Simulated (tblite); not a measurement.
Question: What does the GFN2-xTB structure of `N#C[C@H]1C[Si@@H](NC=O)C1` look like in three dimensions?

Answer: 
```xyz
17
C5H8N2OSi angstrom
N     -1.9934   -0.7299    3.1311
C     -1.6716   -0.9059    2.0468
C     -1.2401   -1.0733    0.6896
C     -1.5241    0.1658   -0.1928
Si     0.2389    0.0498   -0.9227
N      1.0724    1.6001   -0.7841
C      2.3611    1.3693   -1.0239
O      2.7118    0.2294   -1.2478
C      0.3005   -1.1589    0.5469
H     -1.7165   -1.9629    0.2720
H     -1.7300    1.0435    0.4177
H     -2.3688    0.0250   -0.8595
H      0.3117   -0.4447   -2.2896
H      0.7163    2.5215   -0.5946
H      3.0529    2.2210   -1.0076
H      0.6668   -2.1667    0.3773
H      0.8051   -0.7711    1.4312
```

Orientation and origin are arbitrary. Atoms count from 1 in this order. Si5 and O8 aren't drawn bonded (3 bonds apart) but lie 2.50 Å from each other; Cordero's covalent radii sum to 1.77 Å. The C–N distances run from 1.145 Å (N1≡C2, drawn triple) to 1.331 Å (N6–C7, drawn single), a spread of 0.186 Å. Si5 (SiH silicon) has angles from 76.9° to 120.5°. The 4-membered ring C3–C4–Si5–C9 has internal angles of 76.9° to 100.0°; it is puckered, 0.09 Å rms from its mean plane, widest ring torsion 14°.

Bonds between heavy atoms (Å): N1≡C2 1.145, C2–C3 1.434, C3–C4 1.547, C4–Si5 1.912, Si5–N6 1.766, N6–C7 1.331, C7=O8 1.213, Si5–C9 1.904, C3–C9 1.550.

Computed geometry: GFN2-xTB, gas phase.

Point group: C1 (no symmetry element, even within 0.4 Å). Its GFN2-xTB frequencies are all real (lowest 37 cm⁻¹). One conformer, not necessarily the lowest (C4–Si5–N6–C7 166°, Si5–N6–C7–O8 -1°, C2–C3–C4–Si5 135°, C3–C4–Si5–N6 -128°, C4–Si5–C9–C3 11°, C2–C3–C9–Si5 -135°).
